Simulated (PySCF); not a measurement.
C3H5N2, SMILES c1c[nH][nH+]c1, charge +1.

Coordinates come from a TPSSh-D3(BJ)/def2-SVP optimisation. The isomer is the one that the SMILES or the coordinates give; other isomers of the formula were not compared.

Level of theory: PBE/def2-TZVP in PySCF.

Symmetry labels are those of the subgroup C2v that the program uses (full group C2v).

Task: List the valence orbital energies around the gap with their symmetry. (An estimate is asked for; the answer gives what the named calculation found.)

Result: 
```tsv
orbital	symmetry	energy (eV)
HOMO−7	A1	-21.18
HOMO−6	B2	-17.79
HOMO−5	B1	-17.49
HOMO−4	A1	-17.30
HOMO−3	A1	-15.94
HOMO−2	B2	-15.62
HOMO−1	A2	-12.98
HOMO	B1	-12.33
LUMO	A2	-7.22
LUMO+1	B1	-5.25
LUMO+2	A1	-5.13
LUMO+3	B2	-4.25
```
